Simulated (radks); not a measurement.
Initial-state core-level shifts of the ytterbium ion Yb3+ when its valence configuration changes from [Xe] 4f13. Calculated with a radial shooting solver on a logarithmic mesh with Libxc functionals: scalar-relativistic Kohn-Sham, PBE, spin-polarised, spherical densities, finite nucleus; open shells are filled with parallel spins first (spin-orbit coupling, left out, can overturn this in heavy ions); Fermi nuclear charge, rms radius 5.3108 fm. Shifts are changes of the shell-averaged eigenvalues in eV (positive: less bound); the change of the density at the nucleus, which sets a Mossbauer isomer shift, is in e/bohr^3, on a base of 1.085e+06.

valence                3p       4p       5s       5p  density at nucleus
4f12 6s1          -12.815  -12.128   -7.563   -6.460              +146.6
4f11 6s2          -27.217  -25.493  -15.481  -13.203              +322.1
4f12 5d1           -9.525   -8.837   -4.366   -3.506               +45.5
4f11 5d2          -20.002  -18.319   -8.678   -6.921               +97.2
4f11 6p2          -29.688  -27.969  -17.865  -15.477              +119.0
4f11 5d1 6s1      -23.514  -21.813  -12.007  -10.000              +206.4
4f11 6s1 6p1      -28.407  -26.684  -16.621  -14.288              +220.9
4f12 5d0.5 6s0.5  -11.156  -10.469   -5.957   -4.979               +95.1
4f10 6s2 6p1      -44.193  -41.040  -24.729  -21.184              +419.2
